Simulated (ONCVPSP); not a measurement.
# F (Z = 9): one change to an ONCV potential, before and after

F (Z = 9), optimised norm-conserving Vanderbilt (ONCV), made with ONCVPSP 4.0.1 (PBE, scalar-relativistic). Core [He], reference 2s2 2p2 (charge +3). Waves: 2s: rc 0.50 bohr, ncon 3, nbas 8, qcut 10.3 1/bohr, 2 projectors, debl 0.8 Ha; 2p: rc 1.45 bohr, ncon 3, nbas 6, qcut 11.1 1/bohr, 1 projector; d scattering state at 0.45 Ha: rc 1.35 bohr, ncon 4, nbas 8, qcut 6.4 1/bohr, 2 projectors, debl 0.6 Ha. Local part: polynomial inside 0.45 bohr (lpopt 5, dvloc0 0 Ha). Core correction: Teter function, fcfact 5.75, rcfact 1.5.

In the s channel the program set the typed energies aside and used -3.352, 0.250 Ha.

Change: s: qcut 12; p: qcut 12.9; d: qcut 7.4.

Cutoffs: the cutoffs (Ha) at which the residual kinetic energy of the hardest occupied pseudo-wave falls to 1 and 0.1 mHa per electron; they do not see the model core or the augmentation charge, which bear on the density cutoff. Errors are all-electron minus pseudo energies relative to the spin-unpolarised reference configuration.

Question: How do hardness, ghosts and transferability respond?

Answer: The potential gets neither clearly harder nor softer (265 Ha and 812 Ha → 300 Ha and 822 Ha); both files keep a bound ghost (s); the errors of the 4 common tests hardly move; the range in which the d phases agree widens (upper end 3.4 → 4.6).

```csv
quantity,base,changed
"cutoff, loose",265 Ha,300 Ha
"cutoff, tight",812 Ha,822 Ha
loose cutoff by channel,"s 265 Ha, p 38 Ha","s 300 Ha, p 39 Ha"
bound ghosts,s,s
GHOST(+) flags under 300 eV,d at 100.5 eV,d at 159.9 eV
"error for 2s2 2p5, meV [ΔE -118.41 eV]",+811,+705
"error for 2s2 2p4, meV [ΔE -99.02 eV]",+580,+506
"error for 2s2 2p3, meV [ΔE -60.64 eV]",+219,+194
"error for 2s2 2p1, meV [ΔE 85.80 eV]",+422,+378
s: phases at 0.51 bohr within 0.05 rad from the reference energy up to (Ha; the scan ends near 5),to the end of the scan,to the end of the scan
p: phases at 1.47 bohr within 0.05 rad from the reference energy up to (Ha; the scan ends near 5),-0.7,-0.6
d: phases at 1.37 bohr within 0.05 rad from the reference energy up to (Ha; the scan ends near 5),3.4,4.6
"rms error of d²Exc/dni dnj with the model core, mHa",3.97,3.96
```

 A true bound ghost makes a file unfit for plane-wave use even where its test errors are small: the radial tests pick states by their node count and pass the ghost by.
